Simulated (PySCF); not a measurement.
Compound: C₂H₄BrFSi.
Z-matrix (Å and degrees, PBE0-D3(BJ)/def2-SVP geometry), rows numbered from 1:
```
F 
C   1  1.3620
C   2  1.5342  1  116.00
Si  3  1.8559  2   65.96  1  -115.09
Br  4  2.2107  2  120.00  3   105.58
H   2  1.0990  1  111.62  3   134.43
H   3  1.0958  2  117.46  4  -117.59
H   3  1.0981  2  113.90  4   107.45
H   4  1.4787  2  121.23  3  -103.44
```

Computed with MP2 and CCSD/aug-cc-pVDZ in PySCF, restricted Hartree–Fock reference, frozen core, non-relativistic, gas phase, PBE0-D3(BJ)/def2-SVP geometry.

E(HF) = -3038.82775 Eh.

Task: How large is the problem?

Result: 168 basis functions and 74 electrons; 17 orbitals frozen, which leaves o = 20 correlated occupied and v = 131 virtual orbitals. That is o·v = 2620 singles and o·v(o·v + 1)/2 = 3433510 distinct closed-shell doubles amplitudes before symmetry; the costliest CCSD step grows as o²v⁴ = 1.2 × 10^11.

Task: What are the MP2 and CCSD correlation energies?

Result: MP2 -0.7251 Eh and CCSD -0.7672 Eh, which gives totals of -3039.55290 and -3039.59499 Eh. That is 0.522 eV for each correlated electron at CCSD (2014 kJ/mol in all, 0.025 % of the total energy); MP2 gives 94.5 % of the CCSD value.

Task: What is the T1 diagnostic?

Result: 0.0110, below the customary warning level of 0.02. It is the norm of the spatial-orbital singles amplitudes over the root of the number of correlated electrons, so the norm is 0.070.

Task: How does correlation change the dipole moment?

Result: HF gives 1.16 D and CCSD (unrelaxed density) 1.04 D, a change of -0.12 D; the two vectors are 8° apart.

No triples correction and no basis-set extrapolation were made.

The job also held the EOM ionisation roots. Hardware: one thread of an x86-64 server, shared host. Cost: 4.1 min.
